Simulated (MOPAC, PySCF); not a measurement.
Species: BeO, net charge 0, singlet state. SMILES: [Be]=[O]
Geometry: optimised at B3LYP-D3(BJ)/def2-TZVP (Ansatz).

Unscaled harmonic wavenumbers (cm⁻¹) in rising order, each level at the stationary point that it reaches from this structure (no distance between atoms moves by over 0.3 Å); the order of modes can differ between levels, and a negative number is imaginary. B3LYP-D3(BJ)/def2-TZVP (PySCF, at the structure above): 1530.

PM6 (MOPAC): 1848. Zero-point energy 2.6 against 2.2 kcal/mol; where all levels lie over 400 cm⁻¹, the wavenumbers are on average 1.208 times those of B3LYP-D3(BJ)/def2-TZVP.

PM7 (MOPAC): 1821. Zero-point energy 2.6 against 2.2 kcal/mol; where all levels lie over 400 cm⁻¹, the wavenumbers are on average 1.190 times those of B3LYP-D3(BJ)/def2-TZVP.
